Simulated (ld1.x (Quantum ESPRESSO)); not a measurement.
What one change does to a pseudopotential (lead (Pb), TM)

lead (Pb), norm-conserving Troullier–Martins (Kleinman–Bylander form), made with ld1.x (Quantum ESPRESSO) 7.5 (LDA (PZ), scalar-relativistic). Core [Xe] 4f14 5d10, reference 6s2 6p2. Waves: 6s (bound): rc 2.10 bohr; 6p (bound): rc 2.25 bohr; 6d channel at 0.05 Ry: rc 2.10 bohr. Local part: the d channel. Core correction: none.

All-electron outer shells of the reference configuration (LDA (PZ), scalar-relativistic, ld1.x):

```csv
shell,level (eV),outermost node (bohr),outermost maximum (bohr)
5p,-85.96,0.49,0.88
5d,-21.29,0.52,1.07
6s,-12.32,1.01,1.95
6p,-3.71,1.18,2.63
```

Change: functional PBE.

Cutoffs: the cutoffs (Ry, on a coarse ladder) from which the occupation-weighted sum of valence levels, in a spherical-Bessel basis at the reference potential, stays within 10 and 1 mRy of its value at 400 Ry; they do not see the model core or the augmentation charge, which bear on the density cutoff. Errors are all-electron minus pseudo energies relative to the spin-unpolarised reference configuration.

Predict the effect on cutoff, ghosts and configuration errors.

The potential gets neither clearly harder nor softer (25 Ry and 40 Ry → 25 Ry and 40 Ry); both files keep a bound ghost (p, s); the number of tests with a reliable result goes from 9 to 7; of the 7 tests that both files solve, the error grows in 6 and shrinks in 1 by more than 15 % and 0.3 meV (median size 16.3 → 20.2 meV).

| quantity | base | changed |
| --- | --- | --- |
| cutoff, loose | 25 Ry | 25 Ry |
| cutoff, tight | 40 Ry | 40 Ry |
| bound ghosts | s, p | s, p |
| error for 6s2 6p1, meV [ΔE 6.83 → 6.58 eV] | +5.1 | +7.0 |
| error for 6s2 6p0, meV [ΔE 20.59 → 20.02 eV] | +55 | +71 |
| error for 6s1 6p0, meV [ΔE 53.47 → 52.43 eV] | +244 | +141 |
| error for 6s1 6p3, meV [ΔE 8.82 → 8.74 eV] | +16 | +20 |
| error for 6s2 6p1.5, meV [ΔE 2.61 → 2.49 eV] | +0.5 | +0.9 |
| error for 6s1 6p2, meV [ΔE 16.43 → 16.10 eV] | +3.6 | -11 |
| error for 6s0 6p4, meV [ΔE 18.03 → 17.83 eV] | +96 | +113 |
| s: phases at 2.46 bohr within 0.05 rad from the reference energy up to (Ry; the scan ends near 5) | 2.7 | 2.7 |
| p: phases at 2.46 bohr within 0.05 rad from the reference energy up to (Ry; the scan ends near 5) | 4.9 | 4.9 |
| d: phases at 2.46 bohr within 0.05 rad from the reference energy up to (Ry; the scan ends near 5) | 0.5 | 0.5 |

 A true bound ghost makes a file unfit for plane-wave use even where its test errors are small: the radial tests pick states by their node count and pass the ghost by.
